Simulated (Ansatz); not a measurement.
Reaction (ligand exchange at a Ge–O bond): `[OH][GeH]([F])[F]` + `O[SiH3]` → `[F][GeH]([F])[O][SiH3]` + H₂O

Gas-phase electronic energies from Ansatz, PBE0-D4/def2-TZVP geometries. CBS: MP2 limit from def2 TZ/QZ plus the TZ coupled-cluster correction, frozen cores. This one scheme is used for every species. Functionals use def2-TZVPP. For Ge outer-core shells are correlated without core-valence functions, which leaves a few kJ/mol of doubt a bond. Scalar relativity is left out up to krypton. Each species was taken in one conformer, which may not be the lowest.

`[OH][GeH]([F])[F]`:

Cartesian coordinates in Å:
```
O 0.130 1.351 0.316
Ge -0.282 -0.312 0.005
F 0.805 -1.337 0.858
F 0.033 -0.678 -1.646
H 1.038 1.577 0.094
H -1.724 -0.602 0.374
```

`O[SiH3]`:

Cartesian coordinates in Å:
```
O 0.255 0.652 1.074
Si 0.054 -0.289 -0.264
H -0.333 1.399 1.187
H -1.300 -0.906 -0.304
H 1.086 -1.347 -0.175
H 0.238 0.492 -1.518
```

`[F][GeH]([F])[O][SiH3]`:

Z-matrix (Å, degrees):
```
Ge
F 1 1.718
O 1 1.729 2 108.3
F 1 1.717 2 104.7 3 115.5
H 1 1.517 2 111.3 3 -124.4
Si 3 1.652 1 137.1 2 51.3
H 6 1.483 3 107.9 1 132.7
H 6 1.483 3 108.9 1 -108.2
H 6 1.485 3 110.5 1 12.4
```

H₂O:

Z-matrix (Å, degrees):
```
O
H 1 0.960
H 1 0.960 2 105.1
```

```json
{"species": "`[OH][GeH]([F])[F]`", "ωB97M-V energy (Eh)": "-2353.16734"}
{"species": "`O[SiH3]`", "ωB97M-V energy (Eh)": "-367.14241"}
{"species": "`[F][GeH]([F])[O][SiH3]`", "ωB97M-V energy (Eh)": "-2643.88027"}
{"species": "H₂O", "ωB97M-V energy (Eh)": "-76.43342"}
```

(1) Work out ΔE.

Largest T1 diagnostic among the species: 0.012.

Answers

(1) ΔE = (-2643.88027) + (-76.43342) − (-2353.16734) − (-367.14241) = -0.00394 Eh = -10.3 kJ/mol. CCSD(T)/CBS gives -16.2 kJ/mol.

The D4 term adds −6.0 kJ/mol with B3LYP and −3.5 kJ/mol with PBE0; it sums over pairs of atoms, weighted by their polarisabilities, and B3LYP, whose exchange is more repulsive, gets the larger term. From BLYP to BHLYP (50 % exact exchange), in def2-TZVPP and without D4, ΔE moves by −6.8 kJ/mol.

B3LYP here is the variant with VWN-RPA as its local correlation; programs differ in this.
